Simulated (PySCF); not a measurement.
C6H9NS2Si.
Cartesian coordinates in Å at the PBE0-D3(BJ)/def2-SVP level; atoms count from 1:
```
atom  x, y, z in Å
N1     0.8633    3.0267   -0.7835
C2     0.5025    1.9674   -0.4762
Si3   -0.0497    0.2518    0.0132
C4     1.4361   -0.8188   -0.1843
C5     2.8179   -0.2801    0.1221
C6     2.4355   -0.5531   -1.2893
S7    -0.8481    0.2266    1.9923
C8    -2.5883    0.4086    1.4464
C9    -2.8951   -0.5135    0.2852
S10   -1.7923   -0.2021   -1.1477
H11    1.2606   -1.8708    0.0658
H12    3.5125   -0.9611    0.6202
H13    2.9119    0.7650    0.4333
H14    2.2674    0.3054   -1.9471
H15    2.8605   -1.4266   -1.7898
H16   -2.7794    1.4589    1.1798
H17   -3.2085    0.1536    2.3197
H18   -3.9188   -0.3442   -0.0832
H19   -2.8022   -1.5673    0.5867
```

Theory: PBE0-D3(BJ)/def2-SVP geometry optimisation, gas phase in PySCF 2.14.0.

Take the most abundant isotopes and a rigid rotor. The values belong to one conformer with, in the numbering `[N:1]#[C:2][Si:3]1([CH:4]2[CH2:5][CH2:6]2)[S:7][CH2:8][CH2:9][S:10]1`, C2–Si3–C4–C5 35°, Si3–C4–C5–C6 -110°, C2–Si3–S7–C8 95°, Si3–S7–C8–C9 45°, S7–C8–C9–S10 -58°.

Problem. Give the principal moments of inertia and the rotational constants in MHz.

Solution. Ia = 403.93, Ib = 800.77, Ic = 816.23 u·Å²; 505379 MHz·u·Å²/I gives A = 1251, B = 631.1, C = 619.2 MHz.

Problem. Classify the top.

Solution. A near-prolate asymmetric top. Ray's parameter κ = (2B − A − C)/(A − C) = -0.962; −1 is the prolate and +1 the oblate limit.

Problem. Is it planar, by Δ = Ic − Ia − Ib?

Solution. Not planar: Δ = Ic − Ia − Ib = -388.47 u·Å². For a rigid frame Δ = −2 Σ m c², so Σ m c² = 194.23 u·Å² lies off the ab plane: 15.92 from hydrogen and 178.31 from heavier atoms. The atom farthest from that plane is 2.63 Å away.

Problem. Give the other two planar moments, Paa and Pbb, and the rms extents of the mass along the axes.

Solution. Paa = Σ m a² = (Ib + Ic − Ia)/2 = 606.53 and Pbb = Σ m b² = (Ia + Ic − Ib)/2 = 209.70 u·Å². With the mass M = 186.99 u, the rms extents √(P/M) along a, b and c are 1.80, 1.06, 1.02 Å.

Problem. List the rotational levels J(Ka,Kc) to J = 5 (MHz).

Solution. Above 0(0,0):
J = 1: 1(0,1) 1250, 1(1,1) 1870, 1(1,0) 1882
J = 2: 2(0,2) 3751, 2(1,2) 4359, 2(1,1) 4395, 2(2,1) 6255, 2(2,0) 6255
J = 3: 3(0,3) 7501, 3(1,3) 8092, 3(1,2) 8163, 3(2,2) 10006, 3(2,1) 10007, 3(3,1) 13136, 3(3,0) 13136
J = 4: 4(0,4) 12500, 4(1,4) 13069, 4(1,3) 13188, 4(2,3) 15007, 4(2,2) 15009, 4(3,2) 18137, 4(3,1) 18137, 4(4,1) 22519, 4(4,0) 22519
J = 5: 5(0,5) 18748, 5(1,5) 19289, 5(1,4) 19469, 5(2,4) 21258, 5(2,3) 21264, 5(3,3) 24389, 5(3,2) 24389, 5(4,2) 28771, 5(4,1) 28771, 5(5,1) 34404, 5(5,0) 34404

Problem. Which types of transition are allowed, and where do some lines up to J = 3 fall?

Solution. The dipole components are |μa| = 2.01 D, |μb| = 0.96 D, |μc| = 3.41 D. Intensities carry the squares of the components, which stand as 0.35 : 0.08 : 1.00 (a : b : c). Some lines, for components of 0.1 D or more:

```tsv
type	branch	J(Ka,Kc)	MHz	lower level (cm⁻¹)
c	Q	2(1,2) ← 2(0,2)	608	0.125
b	Q	3(1,2) ← 3(0,3)	663	0.250
c	Q	2(2,1) ← 2(1,1)	1860	0.147
b	R	1(1,1) ← 0(0,0)	1870	0.000
a	R	2(1,1) ← 1(1,0)	2513	0.063
c	Q	3(3,1) ← 3(2,1)	3129	0.334
a	R	3(0,3) ← 2(0,2)	3750	0.125
a	R	3(2,1) ← 2(2,0)	3752	0.209
b	R	2(2,1) ← 1(1,0)	4373	0.063
c	R	2(2,1) ← 1(1,1)	4385	0.062
b	R	3(2,2) ← 2(1,1)	5611	0.147
c	R	3(2,1) ← 2(1,1)	5612	0.147
c	R	3(2,2) ← 2(1,2)	5647	0.145
```

Problem. Estimate the classical rotational partition function at 100 K, 298.15 K and 500 K.

Solution. Point group C1, symmetry number σ = 1; q = (√π/σ)·√((kT/h)³/(ABC)), k/h = 20836.6 MHz/K: 241000 at 100 K, 1240000 at 298.15 K, 2700000 at 500 K.

PBE0-D3(BJ)/def2-SVP frequencies: not computed here. These are rigid-rotor constants of the computed structure; measured ground-state constants (B0) also hold zero-point vibration. Quadrupole hyperfine structure (14N) is left out.
